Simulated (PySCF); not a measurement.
Predicted microwave data (PBE0/pcSseg-1 in PySCF (dipole) on a GFN2-xTB geometry, gas phase) for one isomer of C2H15PSi4:

```
Rotational constants : A = 1747, B = 456.4, C = 400.0 MHz
Dipole components    : |μa| = 0.06 D, |μb| = 0.29 D, |μc| = 0.86 D
Inertial defect      : -132.97 u·Å²
κ                    : -0.92
```

**Question.** Which candidate fits, each taken in the one conformer that was computed?
A. `[CH3:1][CH2:2][SiH2:3][Si@@H:4]([PH2:5])[SiH2:6][SiH3:7]` with C1–C2–Si3–Si4 -168°, C2–Si3–Si4–P5 29°, Si3–Si4–P5–H 167° and 75°, Si3–Si4–Si6–Si7 -178°
B. `[CH3:1][SiH2:2][Si@@:3]([SiH3:4])([PH2:5])[CH2:6][SiH3:7]` with C1–Si2–Si3–Si4 -43°, Si2–Si3–P5–H -51° and 41°, Si2–Si3–C6–Si7 -171°
C. `[SiH3:1][CH2:2][CH2:3][SiH2:4][P:5]([SiH3:6])[SiH3:7]` with Si1–C2–C3–Si4 -172°, C2–C3–Si4–P5 47°, C3–Si4–P5–Si6 58°

**Answer.** C. It is [SiH3]CC[SiH2]P([SiH3])[SiH3], a near-prolate asymmetric top, point group C1. The candidates at the same level (rigid rotor, commonest isotopes):

```
                         SMILES  A (MHz)  B (MHz)  C (MHz)  μa (D)  μb (D)  μc (D)  Δ (u·Å²)  point group                        rotor
 CC[SiH2][Si@@H](P)[SiH2][SiH3]     1989    387.5    338.2    0.28    0.37    0.31    -63.61           C1  near-prolate asymmetric top
C[SiH2][Si@@]([SiH3])(P)C[SiH3]     1121    574.5    547.4    1.13    0.35    0.71   -407.31           C1  near-prolate asymmetric top
  [SiH3]CC[SiH2]P([SiH3])[SiH3]     1747    456.4    400.0    0.06    0.29    0.86   -132.97           C1  near-prolate asymmetric top
```

`C[SiH2][Si@@]([SiH3])(P)C[SiH3]` has C 37 % too high; `CC[SiH2][Si@@H](P)[SiH2][SiH3]` has C 15 % too low. No structure here is proved a minimum.
